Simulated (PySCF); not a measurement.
Work out the structure from these simulated measurements.

Formula: C5H9ClO3Si.

- Rotational structure: rotational constants A, B, C: 1.476, 0.468, 0.379 GHz [GFN2-xTB]
- NMR, other nuclei: isotropic shieldings of nuclei other than C and H, by class: -497 (1 O), -108 (1 O), 140 (1 O), 408 (1 Si), 953 (1 Cl) ppm [GIAO PBE0/pcSseg-1]
- 13C NMR: chemical shifts (computed TMS as zero) by class: 249.9 (1 C), 176.0 (1 C), 75.7 (1 C), 28.3 (1 C), 23.1 (1 C) ppm [GIAO PBE0/pcSseg-1]
- 1H NMR: chemical shifts (computed TMS as zero) by class: 4.89 (2 H), 4.52 (2 H), 3.15 (2 H), 2.33 (3 H) ppm [GIAO PBE0/pcSseg-1]
- Dipole: 2.83 D [PBE0/pcSseg-1]

The electronic properties come from PySCF, for the isolated species, density fitting. Levels stand in brackets. One conformer (not necessarily the lowest) at the GFN2-xTB geometry, without solvent, vibrations or thermal averaging. GFN2-xTB frequencies show an imaginary mode (27i cm⁻¹), so this geometry is no minimum at that level. NMR values are class means; diastereotopic atoms form classes of their own.

Problem. Give a SMILES that accounts for the data.

Solution. Numbering: `[CH3:1][C:2](=[O:3])[O:4][CH2:5][C:6](=[O:7])[SiH2:8][CH2:9][Cl:10]`. Its formula, C5H9ClO3Si, gives 2 degrees of unsaturation: 0 rings and 2 π bonds in the structure found. 5 carbons fall into 5 classes; from least to most shielded: carbonyl carbon [C6] (249.9 ppm), ester carbonyl carbon [C2] (176.0 ppm), sp3 carbon bound to oxygen [C5] (75.7 ppm), sp3 C–Cl carbon [C9] (28.3 ppm), methyl carbon next to a carbonyl [C1] (23.1 ppm). Hydrogen classes from least to most shielded: 2 H on an sp3 carbon bound to oxygen, C5 (4.89 ppm, a mean of values up to 2.0 ppm apart in this geometry), 2 H on an SiH2 silicon, Si8 (4.52 ppm), 2 H on an sp3 C–Cl carbon, C9 (3.15 ppm), 3 H on a methyl carbon next to a carbonyl, C1 (2.33 ppm). The other shieldings belong to: -497 ppm, carbonyl oxygen [O7]; -108 ppm, ester carbonyl oxygen [O3]; 140 ppm, ester single-bonded oxygen [O4]; 408 ppm, SiH2 silicon [Si8]; 953 ppm, alkyl chlorine [Cl10]. The optimised geometry has point group C1 and is an asymmetric top. Structure: `CC(=O)OCC(=O)[SiH2]CCl`. Computed isomers that give other values at the same levels: `COC(=O)CC(=O)[SiH2]CCl` (13C chemical shifts (computed TMS as zero) by class: 239.8 (1 C), 178.9 (1 C), 58.5 (1 C), 53.3 (1 C), 31.6 (1 C) ppm). The assignments are read from this structure; whether some other isomer fits the data as well wasn't checked.
